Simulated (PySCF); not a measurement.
Gas-phase reaction: 2 InH3 + 6 Cl → 2 InCl3 + 3 H2

Energies from PySCF (xtb for GFN2), thermal terms from the rigid-rotor harmonic-oscillator model, ideal gas at 1 bar. † marks an energy on the PBE0/def2-TZVP geometry and frequencies; other levels use their own. MP2 and CCSD(T) freeze the core. Open shells (unrestricted): Cl (multiplicity 2, electronic degeneracy 6); the rest are closed-shell singlets. GFN2 has no spin-polarisation term. Spin-orbit splitting is ignored; it lowers the true energy and changes the entropy of Cl. B3LYP is the form with VWN-RPA correlation. In: scalar-relativistic def2 core potential, no spin-orbit coupling. InH3: computed as isolated molecules; such fragments, hydroxides, amides, oligomers or adducts are transient or little studied in the gas. MP2 isn't extrapolated to the basis-set limit; its ΔH°(298 K) is -1806.4 kJ in def2-SVP and -1934.9 kJ in def2-TZVPP. CCSD(T) isn't extrapolated to the basis-set limit; its ΔH°(298 K) is -1711.4 kJ in def2-SVP and -1807.8 kJ in def2-TZVPP. The harmonic model lacks anharmonicity and excited electronic states, which grow with temperature; levels with a mode under 35 cm⁻¹ are left out. Soft modes under 120 cm⁻¹ make the harmonic entropy rough for InCl3.

| level | ΔE electronic, kJ | ΔH°(298 K), kJ | ΔS°(298 K), J/K | ΔG°(2000 K), kJ |
|---|---|---|---|---|
| B3LYP/def2-TZVP† | -1798 | -1786 | -394 | -1005 |
| BLYP/def2-TZVP† | -1798 | -1786 | -394 | -1005 |
| CCSD(T)/def2-SVP† | -1724 | -1711 | -394 | -931 |
| GFN2-xTB | -1877 | -1867 | -376 | -1118 |
| MP2/def2-TZVPP† | -1947 | -1935 | -394 | -1154 |
| PBE/def2-TZVP† | -1902 | -1890 | -394 | -1109 |
| PBE0/def2-SVP† | -1829 | -1817 | -394 | -1036 |
| ωB97X-V/def2-TZVP† | -1873 | -1861 | -394 | -1080 |
ΔH° is lowest at MP2/def2-TZVPP† and highest at CCSD(T)/def2-SVP†. No reference value is set beside these.
